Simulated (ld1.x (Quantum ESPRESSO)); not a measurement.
**Ranking RRKJ potentials for Ir (Z = 77)**

All share these settings but for the change named:

* Element: Ir
* Generator: ld1.x (Quantum ESPRESSO) 7.5
* Type: norm-conserving RRKJ (Kleinman–Bylander form)
* Functional: PBE
* Relativity: fully relativistic
* Frozen core: [Xe] 4f14
* Valence charge: 9
* Reference configuration: 5d7 6s2 6p0
* Partial waves: 6p (bound, empty): rc 3.80 bohr; 5d (bound): rc 2.25 bohr; 6s (bound): rc 1.95 bohr
* Local potential: the s channel
* Core correction: none
* rho0: 0.02

Open shells are filled in proportion to 2j + 1 (rel_dist='average').

Cutoff: the first of the cutoffs (Ry, on a coarse ladder) from which the occupation-weighted sum of valence levels, in a spherical-Bessel basis at the reference potential, stays within 10 and 1 mRy of its value at 400 Ry; the density cutoff is not measured.

The base gives 35 Ry.

Of 8 variants that were run, those that failed, showed a ghost or another fault, or gave nearly equal values are left out.

**Question.** Rank these variants from softest to hardest (loose cutoff).
A. all radii scaled by about 1.06 (s 2.08, p 4.04, d 2.40 bohr)
B. all radii scaled by about 1.15 (s 2.24, p 4.36, d 2.58 bohr)
C. all radii scaled by about 1.37 (s 2.68, p 5.22, d 3.08 bohr)
D. all radii scaled by about 1.28 (s 2.50, p 4.88, d 2.90 bohr)

**Answer.** C (18 Ry), D (21 Ry), B (25 Ry), A (30 Ry).
